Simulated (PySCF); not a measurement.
Species: o-benzoquinone, C6H4O2.
Atom-mapped SMILES: `[O:1]=[C:2]1[CH:3]=[CH:4][CH:5]=[CH:6][C:7]1=[O:8]` (hydrogens: H9 on C3; H10 on C4; H11 on C5; H12 on C6)

The calculation used PBE0-D3(BJ)/def2-SVP geometry optimisation, gas phase in PySCF 2.14.0.

Task: Give the optimised bond lengths and angles.

Result: 
| bond | length (Å) | order |
| --- | --- | --- |
| O1=C2, C7=O8 | 1.208 | double |
| C2–C3, C6–C7 | 1.472 | single |
| C3=C4, C5=C6 | 1.349 | double |
| C4–C5 | 1.460 | single |
| C2–C7 | 1.553 | single |
| C3–H9, C6–H12 | 1.092 | single |
| C4–H10, C5–H11 | 1.093 | single |

Bonds in one row agree within 0.01 Å and their mean is given. Orders are formal, as drawn. A selection of angles:
| angle | degrees |
| --- | --- |
| O1–C2–C3 | 123.1 |
| O1–C2–C7 | 119.7 |
| C3–C2–C7 | 117.2 |
| C2–C3–C4 | 120.5 |
| C3–C4–C5 | 122.2 |
| C5–C6–C7 | 120.4 |

Dihedral angles: O1–C2–C3–C4 180° (antiperiplanar); C2–C3–C4–C5 0° (synperiplanar); C3–C4–C5–C6 0° (synperiplanar); C4–C5–C6–C7 0° (synperiplanar); C5–C6–C7–O8 180° (antiperiplanar); O1–C2–C7–C6 180° (antiperiplanar).

The 8 heavy atoms lie in one plane (0.003 Å rms). The 6 C–C bonds span 1.349 Å (C5=C6, drawn double) to 1.553 Å (C2–C7, drawn single), a spread of 0.204 Å. The 6-membered ring C2–C3–C4–C5–C6–C7 has internal angles of 117.2° to 122.3°; it is planar, 0.00 Å rms from its mean plane, widest ring torsion 0°.

Point group: C2v (every atom within 0.08 Å of its image). No frequency check.
